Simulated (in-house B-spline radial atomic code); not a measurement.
What moves the levels of Pt⁺ ([Xe] 4f14 5d9)? Method: Dirac-Hartree-Fock, average of the jj configuration, Fermi nucleus of rms radius 5.3728 fm. Calculated with a B-spline radial code for spherical atoms.

Baseline run (computed): total energy -18434.6831 hartree, 1s1/2 at -2900.168 hartree, 5d5/2 at -18.799 eV with <r> = 1.654 bohr.

Changing the nucleus:

```csv
nucleus,ΔE (eV)
"Fermi nucleus of rms radius 5.3915 fm, A = 179",0.588
"Fermi nucleus of rms radius 5.3891 fm, A = 180",0.513
"Fermi nucleus of rms radius 5.3996 fm, A = 181",0.843
"Fermi nucleus of rms radius 5.3969 fm, A = 182",0.758
"Fermi nucleus of rms radius 5.4038 fm, A = 183",0.976
"Fermi nucleus of rms radius 5.4015 fm, A = 184",0.903
"Fermi nucleus of rms radius 5.4148 fm, A = 185",1.32
"Fermi nucleus of rms radius 5.4037 fm, A = 186",0.973
"Fermi nucleus of rms radius 5.4063 fm, A = 187",1.05
"Fermi nucleus of rms radius 5.4053 fm, A = 188",1.02
"Fermi nucleus of rms radius 5.406 fm, A = 189",1.05
"Fermi nucleus of rms radius 5.4108 fm, A = 190",1.2
"Fermi nucleus of rms radius 5.4102 fm, A = 191",1.18
"Fermi nucleus of rms radius 5.4169 fm, A = 192",1.39
"Fermi nucleus of rms radius 5.4191 fm, A = 193",1.46
"Fermi nucleus of rms radius 5.4236 fm, A = 194",1.6
"Fermi nucleus of rms radius 5.427 fm, A = 195",1.71
"Fermi nucleus of rms radius 5.4307 fm, A = 196",1.83
"Fermi nucleus of rms radius 5.4383 fm, A = 198",2.07
```

A larger nucleus binds the electrons less, roughly as the density at the nucleus times the change of the nuclear <r²>. The reference is A = 178.
